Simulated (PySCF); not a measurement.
## Excitation energy of Sn²⁺ by level of theory

Sn²⁺ [Kr] 4d10 5s2 (1S) → Sn²⁺ [Kr] 4d9 5s2 6s1 (3D), as a difference of total energies. Computed with PySCF 2.14 in aug-cc-pwCVDZ-PP with ECP28MDF (6s5p4d1f, 48 functions), with scalar relativity through the core potential. Correlated levels: valence and next inner shell: nothing frozen outside the core potential. The calculations carry no spin-orbit coupling.

```tsv
method	excitation energy (eV)
UHF	37.297
LDA	37.713
PBE	37.476
PBE0	37.728
r2SCAN	37.938
TPSS	37.449
B3LYP	37.608
LC-wPBE	37.679
B97-3	37.908
MP2 (valence and next inner shell)	37.937
SCS-MP2 (valence and next inner shell)	37.845
```

**Question.** How much does correlation contribute at MP2 (valence and next inner shell)?

**Answer.** 37.937 − (37.297) = 0.640 eV, measured against UHF.

The upper state lies above the first ionisation limit, where it may autoionise and the basis confines it. A Rydberg-like electron needs more diffuse functions than a valence basis has.

The promoted electron is Rydberg-like, and one or two diffuse shells describe it only roughly, which tends to raise the upper state.
